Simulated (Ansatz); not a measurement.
The cluster Hf₂S₃. Total charge 0; singlet. Geometry r2SCAN-D4/def2-SVP, basis def2-TZVP, Ansatz.

```xyz
5

Hf   -1.077    1.180    0.644
Hf    1.258    0.387   -1.112
S     1.236    0.800    1.286
S    -2.332   -0.632    0.804
S     0.915   -1.735   -1.623
```

```
run  HOMO (eV)  LUMO (eV)
  A      -7.92      -1.55
  B      -5.17      -3.90
  C      -5.98      -3.10
  D      -5.37      -3.85
  E      -5.29      -3.76
```

In the def2 sets Hf takes a core potential; there is no spin–orbit coupling. No other spin state of charge 0 was run. Another isomer (singlet) lies 2.52 eV lower at PBE0-D4/def2-TZVP; other spin states weren't run for this one.

Question: The runs used B97M-V, PBE, PBE0, r2SCAN, ωB97X-V. Estimate which is which.

Answer: A ωB97X-V (range-separated); B PBE (0 % exact exchange); C PBE0 (25 % exact exchange); D B97M-V (0 % exact exchange); E r2SCAN (0 % exact exchange). Exact exchange lowers occupied and raises empty levels; among semilocal functionals meta-GGAs tend to open the gap a little, and such runs are hard to tell apart. The gap grows from 1.26 eV (PBE) to 6.37 eV (ωB97X-V). The restricted singlet is unstable towards broken spin symmetry in Hartree–Fock (as tested in another run); at ωB97X-V/def2-TZVP, PBE-D4/def2-TZVP, PBE0-D4/def2-TZVP, B97M-V/def2-TZVP and others this wasn't settled.
